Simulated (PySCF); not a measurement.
F6Ir (SMILES [F][Ir]([F])([F])([F])([F])[F]), quartet, at a GFN2-xTB geometry (such geometries of metal compounds can be far from the true shape) (core potentials on Ir); PBE/def2-SV(P) (PySCF).

PySCF was given this input:
```python
from pyscf import gto, scf, dft

mol = gto.Mole()
mol.atom = '''
    Ir   -0.000000   -0.000000   -0.000000
    F     1.124830   -0.445007   -1.403111
    F    -1.124830    0.445007    1.403111
    F    -1.162074    0.815443   -1.190222
    F    -0.903512   -1.602815   -0.215973
    F     0.903512    1.602815    0.215973
    F     1.162074   -0.815443    1.190222
'''
mol.basis = 'def2-sv(p)'
mol.ecp = {'Ir': 'def2-sv(p)'}
mol.charge = 0
mol.spin = 3
mol.verbose = 4
mol.build()

mf = dft.UKS(mol)
mf.xc = 'pbe'
mf.kernel()
mf.analyze()
```

### Question
What does PySCF print? Leave out banner, timings and long lists.

### Answer

```
PySCF version 2.14.0

[INPUT] verbose = 4
[INPUT] num. atoms = 7
[INPUT] num. electrons = 71
[INPUT] charge = 0
[INPUT] spin (= nelec alpha-beta = 2S) = 3
[INPUT] symmetry False subgroup None
[INPUT] Mole.unit = angstrom
[INPUT] Symbol           X                Y                Z      unit          X                Y                Z       unit  Magmom
[...]
nuclear repulsion = 493.255472617993
number of shells = 47
number of NR pGTOs = 194
number of NR cGTOs = 109
basis = def2-sv(p)
ecp = {'Ir': 'def2-sv(p)'}

******** <class 'pyscf.dft.uks.UKS'> ********
method = UKS
initial guess = minao
damping factor = 0
level_shift factor = 0
DIIS = <class 'pyscf.scf.diis.CDIIS'>
diis_start_cycle = 1
diis_space = 8
diis_damp = 0
SCF conv_tol = 1e-09
SCF conv_tol_grad = None
SCF max_cycles = 50
direct_scf = True
direct_scf_tol = 1e-13
number electrons alpha = 37  beta = 34
XC library pyscf.dft.libxc version 7.1.2
    S. Lehtola, C. Steigemann, M. J. T. Oliveira, and M. A. L. Marques,  SoftwareX 7, 1–5 (2018)
XC functionals = pbe
    J. P. Perdew, K. Burke, and M. Ernzerhof,  Phys. Rev. Lett. 77, 3865 (1996)
    J. P. Perdew, K. Burke, and M. Ernzerhof,  Phys. Rev. Lett. 78, 1396 (1997)
    J. P. Perdew, K. Burke, and M. Ernzerhof,  Phys. Rev. Lett. 77, 3865 (1996)
    J. P. Perdew, K. Burke, and M. Ernzerhof,  Phys. Rev. Lett. 78, 1396 (1997)
radial grids:
    Treutler-Ahlrichs [JCP 102, 346 (1995); DOI:10.1063/1.469408] (M4) radial grids

becke partition: Becke, JCP 88, 2547 (1988); DOI:10.1063/1.454033
pruning grids: <function nwchem_prune>
grids dens level: 3
symmetrized grids: False
atomic radii adjust function: <function treutler_atomic_radii_adjust>
small_rho_cutoff = 0
Set gradient conv threshold to 3.16228e-05
tot grids = 109880
init E= -690.808450157607

cycle= 1 E= -702.097278687089  delta_E= -11.3  |g|= 0.893  |ddm|=  5.9
cycle= 2 E= -699.188088765493  delta_E= 2.91  |g|= 2.65  |ddm|=  2.9
cycle= 3 E= -702.264345933772  delta_E= -3.08  |g|= 0.465  |ddm|= 2.78
cycle= 4 E= -702.354652541229  delta_E= -0.0903  |g|= 0.134  |ddm|= 0.487
cycle= 5 E= -702.362304970246  delta_E= -0.00765  |g|= 0.0109  |ddm|= 0.0976
cycle= 6 E= -702.362228612134  delta_E= 7.64e-05  |g|= 0.0173  |ddm|= 0.0234
cycle= 7 E= -702.362351853383  delta_E= -0.000123  |g|= 0.00109  |ddm|= 0.0161
cycle= 8 E= -702.362352267277  delta_E= -4.14e-07  |g|= 0.000165  |ddm|= 0.000794
cycle= 9 E= -702.362352238181  delta_E= 2.91e-08  |g|= 0.000317  |ddm|= 0.000397
cycle= 10 E= -702.362352279306  delta_E= -4.11e-08  |g|= 2.03e-05  |ddm|= 0.000293
cycle= 11 E= -702.362352279488  delta_E= -1.82e-10  |g|= 4.48e-06  |ddm|= 1.88e-05
Extra cycle  E= -702.362352279381  delta_E= 1.07e-10  |g|= 1.73e-05  |ddm|= 1.43e-05
converged SCF energy = -702.362352279381  <S^2> = 3.7537723  2S+1 = 4.0018857
**** SCF Summaries ****
Total Energy =                        -702.362352279381412
Nuclear Repulsion Energy =             493.255472617993064
One-electron Energy =                -1996.072700587754980
Two-electron Energy =                  800.454875690380504
Two-electron Coulomb Energy =          873.078943811772433
DFT Exchange-Correlation Energy =      -72.624068121391971
**** MO energy ****
                             alpha | beta                alpha | beta
[...]
spin_pop of  0 Ir 5s        0.00042
spin_pop of  0 Ir 6s        0.00313
spin_pop of  0 Ir 7s        0.00142
spin_pop of  0 Ir 8s        0.00036
spin_pop of  0 Ir 9s        0.00006
spin_pop of  0 Ir 10s        0.00010
spin_pop of  0 Ir 5px       0.00091
spin_pop of  0 Ir 5py       0.00091
spin_pop of  0 Ir 5pz       0.00091
spin_pop of  0 Ir 6px      -0.00118
spin_pop of  0 Ir 6py      -0.00118
spin_pop of  0 Ir 6pz      -0.00118
spin_pop of  0 Ir 7px      -0.00036
spin_pop of  0 Ir 7py      -0.00036
spin_pop of  0 Ir 7pz      -0.00036
spin_pop of  0 Ir 5dxy      0.43246
spin_pop of  0 Ir 5dyz      0.16112
spin_pop of  0 Ir 5dz^2     0.45973
spin_pop of  0 Ir 5dxz      0.26997
spin_pop of  0 Ir 5dx2-y2    0.43350
spin_pop of  0 Ir 6dxy      0.01878
spin_pop of  0 Ir 6dyz      0.00291
spin_pop of  0 Ir 6dz^2     0.02065
spin_pop of  0 Ir 6dxz      0.03718
spin_pop of  0 Ir 6dx2-y2    0.04688
spin_pop of  1 F 1s       -0.00000
spin_pop of  1 F 2s        0.00079
spin_pop of  1 F 3s        0.00009
spin_pop of  1 F 2px       0.05244
spin_pop of  1 F 2py       0.08388
spin_pop of  1 F 2pz       0.03158
spin_pop of  1 F 3px       0.00602
spin_pop of  1 F 3py       0.00599
spin_pop of  1 F 3pz       0.00388
spin_pop of  1 F 3dxy      0.00013
spin_pop of  1 F 3dyz      0.00019
spin_pop of  1 F 3dz^2     0.00034
spin_pop of  1 F 3dxz      0.00005
spin_pop of  1 F 3dx2-y2    0.00017
spin_pop of  2 F 1s       -0.00000
spin_pop of  2 F 2s        0.00079
spin_pop of  2 F 3s        0.00009
spin_pop of  2 F 2px       0.05244
spin_pop of  2 F 2py       0.08388
spin_pop of  2 F 2pz       0.03158
spin_pop of  2 F 3px       0.00602
spin_pop of  2 F 3py       0.00599
spin_pop of  2 F 3pz       0.00388
spin_pop of  2 F 3dxy      0.00013
spin_pop of  2 F 3dyz      0.00019
spin_pop of  2 F 3dz^2     0.00034
spin_pop of  2 F 3dxz      0.00005
spin_pop of  2 F 3dx2-y2    0.00017
spin_pop of  3 F 1s       -0.00000
spin_pop of  3 F 2s        0.00079
spin_pop of  3 F 3s        0.00022
spin_pop of  3 F 2px       0.04987
spin_pop of  3 F 2py       0.07019
spin_pop of  3 F 2pz       0.04791
spin_pop of  3 F 3px       0.00529
spin_pop of  3 F 3py       0.00656
spin_pop of  3 F 3pz       0.00482
spin_pop of  3 F 3dxy      0.00014
spin_pop of  3 F 3dyz      0.00018
spin_pop of  3 F 3dz^2     0.00030
spin_pop of  3 F 3dxz      0.00006
spin_pop of  3 F 3dx2-y2    0.00022
spin_pop of  4 F 1s       -0.00000
spin_pop of  4 F 2s        0.00079
spin_pop of  4 F 3s        0.00026
spin_pop of  4 F 2px       0.06573
spin_pop of  4 F 2py       0.01376
spin_pop of  4 F 2pz       0.08837
spin_pop of  4 F 3px       0.00680
spin_pop of  4 F 3py       0.00166
spin_pop of  4 F 3pz       0.00633
spin_pop of  4 F 3dxy      0.00014
spin_pop of  4 F 3dyz      0.00025
spin_pop of  4 F 3dz^2     0.00008
spin_pop of  4 F 3dxz      0.00007
spin_pop of  4 F 3dx2-y2    0.00029
spin_pop of  5 F 1s       -0.00000
spin_pop of  5 F 2s        0.00079
spin_pop of  5 F 3s        0.00026
spin_pop of  5 F 2px       0.06573
spin_pop of  5 F 2py       0.01376
spin_pop of  5 F 2pz       0.08837
spin_pop of  5 F 3px       0.00680
spin_pop of  5 F 3py       0.00166
spin_pop of  5 F 3pz       0.00633
spin_pop of  5 F 3dxy      0.00014
spin_pop of  5 F 3dyz      0.00025
spin_pop of  5 F 3dz^2     0.00008
spin_pop of  5 F 3dxz      0.00007
spin_pop of  5 F 3dx2-y2    0.00029
spin_pop of  6 F 1s       -0.00000
spin_pop of  6 F 2s        0.00079
spin_pop of  6 F 3s        0.00022
spin_pop of  6 F 2px       0.04987
spin_pop of  6 F 2py       0.07019
spin_pop of  6 F 2pz       0.04791
spin_pop of  6 F 3px       0.00529
spin_pop of  6 F 3py       0.00656
spin_pop of  6 F 3pz       0.00482
spin_pop of  6 F 3dxy      0.00014
spin_pop of  6 F 3dyz      0.00018
spin_pop of  6 F 3dz^2     0.00030
spin_pop of  6 F 3dxz      0.00006
spin_pop of  6 F 3dx2-y2    0.00022
In total            37.00000 | 34.00000
Dipole moment(X, Y, Z, Debye): -0.00000, -0.00000,  0.00000
```
